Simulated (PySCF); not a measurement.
# Which determinant of KBe⁺ lies lowest?

Unrestricted PBE0; basis K def2-SVPD, Be def2-SVPD; no relativity; PySCF 2.14. Outer shells of the fragments: K+ closed shells only; Be 2s2.

Followed along the bond (rough minima from three points):

| 2Ms+1 | unpaired | ⟨S²⟩ at the start | R at minimum (Å) | Te (eV) |
| --- | --- | --- | --- | --- |
| 1 | none | 0.00 | 3.55 | 0.00 |
| 3 | σ ↑↑ | 2.00 | none in the scan | ≤ 2.05 |

Solutions found at the starting distance of 3.005 Å, counted from the lowest of them; the search is not exhaustive and high or unbound solutions are not listed, so other states can lie among these:

```tsv
2Ms+1	unpaired	term	E (eV)	⟨S²⟩	⟨Lz²⟩	μ (D)
1	none	¹Σ⁺	0.00	0.00	0.00	-0.14
3	σ ↑↑	³Σ⁺	2.27	2.00	0.00	-1.80
3	σ ↑, π ↑	³Π	2.39	2.00	1.00	-0.52
1	σ ↓, π ↑	mixed	3.43	1.00	1.00	-0.15
3	σ ↑, δ ↑	³Δ	9.84	2.00	4.00	11.67
```

A term symbol is given only where ⟨S²⟩ and ⟨Lz²⟩ are close to those of a pure state; real π, δ and φ orbitals otherwise mix terms. A positive dipole points towards Be; it is taken about the centre of mass and depends on that origin.

Counting both spins, an empty level lies below a filled one in some of these solutions, because spin and occupation are held.
